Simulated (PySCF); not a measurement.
Molecule: Ethylbenzene (CCc1ccccc1, C8H10).

Mapped SMILES: `[CH3:1][CH2:2][c:3]1[cH:4][cH:5][cH:6][cH:7][cH:8]1`. Hydrogens are named by the atom that carries them.

Geometry PBE0-D3(BJ)/def2-SVP throughout; GIAO in PySCF, gas phase, one conformer, non-relativistic; equivalent atoms averaged; functional PBE0.

For orientation, cc-pVDZ gives these absolute shieldings σ: C3 52.0, C4/C8 68.7, C5/C7 68.3, C6 71.2, C2 162.8, H(C5)/H(C7) 24.04, H(C6) 24.14, H(C4)/H(C8) 24.12, H(C1) 30.22 ppm.

A run gave: C3 49.6, C4/C8 68.1, C5/C7 67.8, C6 70.6, C2 161.2, H(C5)/H(C7) 23.84, H(C6) 23.97, H(C4)/H(C8) 23.95, H(C1) 30.22 ppm (absolute shieldings σ).

Which basis set was used in that run?
A. aug-cc-pVDZ
B. 6-311+G(2d,p)
C. pcSseg-0
D. 6-31G*

## Answers

A. C3 tells them apart best: aug-cc-pVDZ gives 49.6, 6-31G* gives 57.5, 6-311+G(2d,p) gives 36.7, pcSseg-0 gives 42.2 ppm.
